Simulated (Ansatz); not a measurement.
Consider the isomerisation: `C[SiH2]O[SiH3]` → `CO[SiH2][SiH3]`.

Program: Ansatz. Geometries: PBE0-D4/def2-TZVP. ΔE: electronic, gas phase. CCSD(T)/CBS adds triple-zeta CCSD(T) − MP2 to the extrapolated MP2 energy (def2 sets, frozen cores). This one scheme is used for every species. Functionals use def2-TZVPP. Each species was taken in one conformer, which may not be the lowest.

```csv
level,ΔE (kcal/mol),difference from CCSD(T)/CBS
B97M-V,49.4,-1.6
r2SCAN0-D4,50.4,-0.6
PBE,43.6,-7.4
r2SCANh,49.7,-1.3
HF/def2-SVP,49.0,-2.0
MP2/def2-SVP,48.5,-2.5
HF/def2-TZVPP,53.7,2.7
CCSD/def2-TZVPP,50.8,-0.2
SCS-MP2/def2-QZVPP,53.5,2.5
MP2/CBS(def2),54.4,3.4
CCSD(T)/CBS,51.0,0
```

Largest T1 diagnostic among the species: 0.012.

From PBE to PBE0 (25 % exact exchange), in def2-TZVPP and without D4, ΔE moves by +2.6 kcal/mol. At CCSD(T), def2-SVP lies −6.1 kcal/mol from the extrapolated value and def2-TZVPP −0.9 kcal/mol. Leaving LDA and LC-ωPBE aside and taking each functional with its dispersion term where it has one, the values, not all of them listed here, spread over 8.3 kcal/mol, from revPBE-D4 to BHLYP-D4. LDA lies +0.7 kcal/mol from PBE without D4.
